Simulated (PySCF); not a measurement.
A structure optimised at B3LYP-D3(BJ)/def2-SVP, used in a PySCF frequency run:

```
C
C 1 1.3455
H 2 1.0938 1 121.32
H 2 1.0962 3 116.71 1 180.00
C 1 1.5083 2 122.75 3 180.00
H 5 1.1006 1 111.93 2 0.00
H 5 1.1031 6 108.24 1 -122.72
H 5 1.1031 6 108.24 7 -114.56
B 1 1.5549 2 118.37 3 0.00
F 9 1.3262 1 122.35 2 0.00
F 9 1.3266 10 116.45 1 180.00
```
Charge 0, spin multiplicity 1.

### Question
Write its SMILES, formula and point group.

### Answer
C=C(C)B(F)F, C3H5BF2, Cs

### Question
What are its rotational constants (standard atomic weights)?

### Answer
4.9669, 3.0484, 1.9114 GHz
